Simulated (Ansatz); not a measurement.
Species: BeF (charge 0, doublet). SMILES: [Be][F]
Geometry: optimised at B3LYP-D3(BJ)/def2-TZVP (Ansatz, a program for electronic structure).

Atomisation energy built up term by term with Ansatz (kcal/mol; UHF references for open shells; valence terms freeze the core; atomic spin-orbit terms are left out; no core correlation term is included; no scalar relativity (X2C) term is included). Basis-set limits of correlation are two-point, X^-3; Hartree-Fock from the larger set.

| term | basis | kcal/mol |
|---|---|---|
| Hartree-Fock | def2-QZVPPD | 114.04 |
| CCSD correlation | CBS(def2-TZVPPD,def2-QZVPPD) | 18.31 |
| (T) | CBS(def2-TZVPPD,def2-QZVPPD) | 3.32 |
| sum: De |  | 135.7 |

(T) makes 2.4 % of the CCSD(T) atomisation energy; under 5 % is typical of single-reference molecules.
